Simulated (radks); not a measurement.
The numbers below are computed, except where a source is named.
Initial-state core-level shifts of the lanthanum ion La+ when its valence configuration changes from [Xe] 5d2. Level of theory: Dirac Kohn-Sham, PBE, spin-unpolarised, spherical densities, finite nucleus; open shells fill j = l - 1/2 first; Fermi nuclear charge, rms radius 4.855 fm (a radial shooting solver on a logarithmic mesh with Libxc functionals). Shifts are changes of the shell-averaged eigenvalues in eV (positive: less bound); the change of the density at the nucleus, which sets a Mossbauer isomer shift, is in e/bohr^3, on a base of 3.517e+05.

valence	3s	3p	3d	5p	density at nucleus
6s2	-4.695	-4.695	-4.714	-3.971	+50.86
5d1.5 6s0.5	-1.077	-1.077	-1.081	-0.942	+11.07
5d1 6s1	-2.224	-2.224	-2.233	-1.926	+23.20
4f1 5d1	+7.339	+7.315	+7.218	+2.330	-17.86
4f1 6s1	+5.613	+5.589	+5.482	+0.649	+2.20
6p2	-6.583	-6.582	-6.603	-5.704	+8.78
5d1.5 6p0.5	-1.559	-1.559	-1.562	-1.405	+1.67
6s1 6p1	-5.652	-5.651	-5.671	-4.854	+30.15
5d1 6p1	-3.187	-3.187	-3.195	-2.837	+3.67
